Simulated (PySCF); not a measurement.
B(F)(OH)(OSiH3) (BFH4O2Si), SMILES OB(F)O[SiH3]. Atoms are numbered in the order given.

```xyz
9

B     -0.0482    -0.9630     0.0000
F     -0.8178    -2.0574     0.0000
O      1.3059    -1.0845     0.0000
H      1.6081    -2.0011     0.0000
O     -0.6382     0.2518     0.0000
Si     0.0087     1.8020     0.0000
H      0.8367     2.0134    -1.2189
H      0.8367     2.0134     1.2189
H     -1.1423     2.7402     0.0000
```

The structure is a stationary point at B3LYP-D3(BJ)/def2-SVP. The structure was generated by enumeration, and PubChem lists no compound with its InChIKey, so it may never have been made. One conformer was computed; it need not be the lowest.

Two levels are set side by side: PBE/pcSseg-1 (PySCF) and PBE0/pcSseg-1 (PySCF). GIAO shifts against BF3 (¹¹B), CFCl3 (¹⁹F), H2O (¹⁷O), TMS (²⁹Si), TMS (¹H) at the same level; non-relativistic, no solvent, atoms listed together averaged. Differences are taken from unrounded values.

```tsv
quantity	PBE
δ(¹¹B) of B1 (ppm)	3.7
δ(¹⁹F) of F2 (ppm)	-153.4
δ(¹⁷O) of O3 (ppm)	98.2
δ(¹H) of H4 (ppm)	3.54
δ(¹⁷O) of O5 (ppm)	69.2
δ(²⁹Si) of Si6 (ppm)	-32.4
```

Task: These are the PBE values. What does PBE0 give? (Estimate from the structure and the level; the computed values follow.)

Result: 
```json
[
 {"quantity": "δ(¹¹B) of B1 (ppm)", "PBE0": "4.0", "PBE minus PBE0": "-0.3"},
 {"quantity": "δ(¹⁹F) of F2 (ppm)", "PBE0": "-135.0", "PBE minus PBE0": "-18.4"},
 {"quantity": "δ(¹⁷O) of O3 (ppm)", "PBE0": "89.9", "PBE minus PBE0": "8.3"},
 {"quantity": "δ(¹H) of H4 (ppm)", "PBE0": "3.68", "PBE minus PBE0": "-0.14"},
 {"quantity": "δ(¹⁷O) of O5 (ppm)", "PBE0": "61.7", "PBE minus PBE0": "7.5"},
 {"quantity": "δ(²⁹Si) of Si6 (ppm)", "PBE0": "-31.0", "PBE minus PBE0": "-1.5"}
]
```

Rough cost on one machine, each run with all the roots and properties that it gave: PBE0 against PBE within a factor of 2.
